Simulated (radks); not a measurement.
Task: These are the eigenvalues of the occupied orbitals of an atom or ion with whole-number occupations (eV). Calculated with a radial shooting solver on a logarithmic mesh with Libxc functionals: scalar-relativistic Kohn-Sham, exchange-only PBE, spin-polarised, spherical densities, point nucleus.

| orbital | eigenvalue |
|---|---|
| 1s up | -8254.356 |
| 1s down | -8253.235 |
| 2s up | -1015.990 |
| 2s down | -1014.451 |
| 2p up | -879.8471 |
| 2p down | -878.0465 |
| 3s up | -144.2639 |
| 3s down | -139.2797 |
| 3p up | -104.3463 |
| 3p down | -99.5480 |
| 3d up | -40.0723 |
| 3d down | -36.0571 |
| 4f up | -3.1339 |

Which element is it, and in what charge state? The configuration may be excited. Open shells, if any, are filled with parallel spins first.

Result: Z = 28, nickel, charge +1: Ni+ in [Ne] 3s2 3p4 3d9 4f2. The list shows which subshells hold electrons but not how many an open one holds; the 1s level, -303.34 hartree, gives Z - s = 24.6 by -(Z - s)^2/2, which with screening and relativity narrows Z to a few neighbours, and the depths of the outer levels then fix element, charge and occupations together.
